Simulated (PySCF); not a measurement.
C₂HCl₃. Atoms are numbered in the order given.

```xyz
6

Cl     0.3468     2.2486     0.0000
C      0.9163     0.6378     0.0000
C      0.1102    -0.4320     0.0000
Cl    -1.5979    -0.3309     0.0000
Cl     0.7712    -2.0205     0.0000
H      1.9999     0.5134     0.0000
```
Charge 0, spin multiplicity 1.

The structure is a stationary point at PBE0-D3(BJ)/def2-SVP.

All values below come from CAM-B3LYP/def2-TZVP run with PySCF.

Symmetry labels are those of the subgroup Cs that the program uses (full group Cs).

Computed valence orbital energies around the gap with their symmetry:
| orbital | symmetry | energy (eV) |
|---|---|---|
| HOMO−7 | A" | -13.80 |
| HOMO−6 | A' | -13.43 |
| HOMO−5 | A" | -11.81 |
| HOMO−4 | A' | -11.50 |
| HOMO−3 | A" | -11.15 |
| HOMO−2 | A' | -10.97 |
| HOMO−1 | A' | -10.49 |
| HOMO | A" | -8.60 |
| LUMO | A" | 0.24 |
| LUMO+1 | A' | 1.26 |
| LUMO+2 | A' | 1.45 |
| LUMO+3 | A' | 2.37 |
